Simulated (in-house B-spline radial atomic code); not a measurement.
Response and correlation of Zr XXXIX (Zr38+)

Closed shell 1s2. Computed with an all-electron radial atomic-structure program (B-spline basis): Dirac-Hartree-Fock, relativistic RPA (time-dependent Dirac-Hartree-Fock) for the response and second-order many-body perturbation theory for correlation, no-pair Dirac-Coulomb Hamiltonian, finite nucleus.

```tsv
multipole (bohr³, bohr⁵, bohr⁷)	uncoupled	coupled RPA
dipole	3.2879e-06	?
quadrupole	6.8348e-09	6.9102e-09
octupole	3.7649e-11	3.7952e-11
```

Task: What is the coupled dipole polarisability?

Result: 3.3327e-06 atomic units, +1 % against the uncoupled value.

Task: Which subshells carry the dipole polarisability?

Result: 1s1/2 100.0 %.

Task: What does the dipole shielding factor come to?

Result: The dipole shielding factor is 0.050, against the exact N/Z = 2/40 = 0.050 of the non-relativistic theorem.

Dipole polarisability at imaginary frequency:

```tsv
u (Eh)	α(iu) (bohr³)
0	3.333e-06
12.2	3.331e-06
36.5	3.322e-06
73.1	3.292e-06
122	3.223e-06
244	2.936e-06
487	2.187e-06
1220	8.28e-07
```

Task: What dispersion coefficients follow for two such ions (the dispersion part alone)?

Result: C6 = (3/π)∫α(iu)²du = 5.71e-09 hartree·bohr⁶ and C8 = 6.777e-11 hartree·bohr⁸.

Lowest J = 1 odd-parity excitations:

```csv
energy (eV),oscillator strength,leading channel,weight
16227,0.168,1s1/2 → p1/2,0.983
16356,0.607,1s1/2 → p3/2,0.983
19202,0.0324,1s1/2 → p1/2,0.986
19240,0.118,1s1/2 → p3/2,0.986
```

Second-order correlation energy by the highest angular momentum of the excited pair (hartree): s -0.01538, p -0.02546, d -0.003586, f -0.0009566, g -0.0003453, h -0.0001516, i -7.672e-05, k -3.791e-05.

Task: What is the second-order correlation energy at the partial-wave limit?

Result: The listed waves sum to -0.045996 hartree; extrapolating the increments as (l + 1/2)⁻⁴ gives -0.046074 hartree, -0.627 eV per electron.
